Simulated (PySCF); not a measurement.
**Ni²⁺ (nickel, charge +2) across methods**

[Ar] 3d7 4s1, high-spin 5F determinant (an excited configuration). Computed with PySCF 2.14 in ANO-RCC-VTZP, with scalar relativity by spin-free X2C-1e.

| method | E (hartree) | mean ε 3d α (eV) | mean ε 3d β (eV) | mean ε 4s α (eV) | Σ⟨r²⟩ (bohr²) | ⟨S²⟩ |
| --- | --- | --- | --- | --- | --- | --- |
| LDA | -1516.514 | -37.350 | -34.147 | -24.835 | 20.65 | 6.000 |
| PBE | -1519.084 | -37.033 | -34.119 | -24.509 | 20.60 | 6.000 |
| CAM-B3LYP | -1519.438 | -41.523 | -38.563 | -26.702 | 20.58 | 6.001 |
| HSE06 | -1519.128 | -39.709 | -36.562 | -24.998 | 20.55 | 6.001 |
| wB97M-V | -1519.221 | -42.507 | -39.576 | -27.212 | 20.53 | 6.001 |
| PBE0 | -1519.114 | -40.152 | -36.974 | -25.285 | 20.53 | 6.001 |
| UHF | -1518.04009 | -48.674 | -44.563 | -27.177 | 20.58 | 6.002 |

(1) Estimate the same row for r2SCAN.

## Answers

(1) E (hartree) = -1519.317; mean ε 3d α (eV) = -37.675; mean ε 3d β (eV) = -34.623; mean ε 4s α (eV) = -24.779; Σ⟨r²⟩ (bohr²) = 20.51; ⟨S²⟩ = 6.001.
